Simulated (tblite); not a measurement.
Start geometry of `C#C[Si@@H](O)[SiH]([SiH3])[SiH3]` from a force field or distance geometry (Å):
```
atom  x, y, z in Å
C1     3.6140    0.9055   -1.1756
C2     2.6842    0.2857   -0.7038
Si3    1.3059   -0.6835    0.0179
O4     1.4552   -0.8783    1.6841
Si5   -0.6753    0.2036   -0.5220
Si6   -1.2902    1.8579    0.8059
Si7   -2.1749   -1.4398   -0.3463
H8     4.4072    1.4795   -1.5903
H9     1.3583   -2.0116   -0.6127
H10    1.9645   -1.6833    1.9230
H11   -0.6786    0.7157   -1.9158
H12   -2.7587    1.9178    0.8081
H13   -0.7934    3.1647    0.3411
H14   -0.8796    1.6589    2.2119
H15   -3.3088   -0.9886    0.5193
H16   -2.6892   -1.8423   -1.6714
H17   -1.5474   -2.6498    0.2167
```

**Question.** What comes out of this run: tblite, GFN2-xTB geometry optimisation, gas phase?

**Answer.** 
```
atom  x, y, z in Å
C1     3.4920    1.3563   -0.5969
C2     2.6785    0.4724   -0.5409
Si3    1.3610   -0.8376   -0.4396
O4     1.3199   -1.4498    1.0790
Si5   -0.8028   -0.0145   -0.5607
Si6   -1.0556    1.9852    0.6080
Si7   -2.4080   -1.6204   -0.0364
H8     4.2133    2.1214   -0.6498
H9     1.8537   -1.8802   -1.3569
H10    2.0955   -1.8056    1.5031
H11   -0.9817    0.3177   -2.0005
H12   -2.2491    2.7301    0.1927
H13    0.0752    2.9042    0.4493
H14   -1.2030    1.7530    2.0486
H15   -3.6258   -1.0243    0.5266
H16   -2.8454   -2.4126   -1.1911
H17   -1.9247   -2.5834    0.9556
```

The energy falls by 54.4 kJ/mol over 198 L-BFGS steps, the largest force on an atom goes from 1.96 to 0.009 eV/Å, and the atoms move by 0.693 Å rms after alignment. The bond that changes most is Si5–Si6 (SiH silicon to SiH3 silicon), which lengthens by 0.121 Å. Bonds longer at the end by more than 0.005 Å: 4 of 16; shorter: 9. Among the angles that change most is Si5–Si3–H9, from 106.6° to 122.1°. Among the dihedrals that turn most is Si3–Si5–Si6–H13, from 88° to 41°. Rotational constants go from 1480, 737.3, 626.9 to 1438, 762.5, 567.4 MHz. The orientation of the end geometry is arbitrary; only internal coordinates are fixed.

Hardware: an Arm Neoverse N1 with one thread, no GPU, shared host with 64 logical CPUs at a one-minute load of 61. Cost: 3.4 s of wall time.

GFN2-xTB frequencies show an imaginary mode (22i cm⁻¹), so the point is no minimum at that level. 3 starts were optimised and ended at 0.00, 0.04 and 1.36 kcal/mol (GFN2-xTB); the lowest of these is shown.

These are computed values.
